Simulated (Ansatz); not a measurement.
A nudged elastic band was laid between two geometries of C₂H₄NSi (8 atoms, charge 0, multiplicity 2).

Method: UKS PBE0-D4/def2-SVP (Ansatz 0.2.0).

```json
{"movable images": "5", "climbing image": "yes", "spring": "5.0 eV/Å²", "optimiser": "lbfgs", "start path": "IDPP", "force threshold": "0.03 eV/Å", "iteration limit": "60", "end points": "relaxed", "largest step": "0.02 Å"}
```

Image 0:

```xyz
8
Properties=species:S:1:pos:R:3
C -0.647 0.923 -0.359
Si 0.064 -0.290 0.878
C 1.501 -1.191 0.145
N 2.457 -1.707 -0.270
H 0.124 1.633 -0.691
H -1.474 1.490 0.092
H -1.030 0.386 -1.242
H -0.903 -1.302 1.391
```

Image 6:

```xyz
8
Properties=species:S:1:pos:R:3
C -0.385 1.062 -0.357
Si 0.523 -0.136 0.759
C 0.788 -1.749 -0.103
N 1.037 -2.740 -0.658
H -0.499 2.036 0.140
H -1.387 0.673 -0.600
H 0.168 1.211 -1.296
H -0.150 -0.414 2.060
```

(1) What changes between the two ends?

(2) What energy profile does the band end with?

(3) What is the geometry of the highest image?

## Answers

(1) No bond is made or broken. The dihedral H5–C1–Si2–C3 goes from -57 to -177°. The two ends are copies of one structure, up to a mirror image or an exchange of like atoms.

(2) The forces met the threshold. The highest image is number 3 of 0 to 6, 0.048 eV above the ends, which have the same energy within 2 meV. Another band between the same ends (5 images) ends at a top of the same energy, where a vibrational analysis finds 1 clearly imaginary mode.

```tsv
image	path coordinate (Å)	energy (eV)	dihedral H5–C1–Si2–C3 (°)
0	0.00	0.000	-57
1	0.53	0.012	-77
2	1.05	0.037	-97
3	1.58	0.048	-117
4	2.11	0.036	-137
5	2.64	0.012	-158
6	3.16	0.000	-177
```

(3) 
```xyz
8
Properties=species:S:1:pos:R:3
C -0.483 1.032 -0.357
Si 0.350 -0.157 0.837
C 1.090 -1.594 -0.053
N 1.634 -2.468 -0.594
H 0.001 2.020 -0.345
H -1.539 1.164 -0.078
H -0.435 0.639 -1.384
H -0.526 -0.693 1.917
```

The run took 3.8 min on 2 threads of AMD EPYC 7R43 64-Core Processor (Zen 3), on a shared host, peak memory 0.23 GiB.
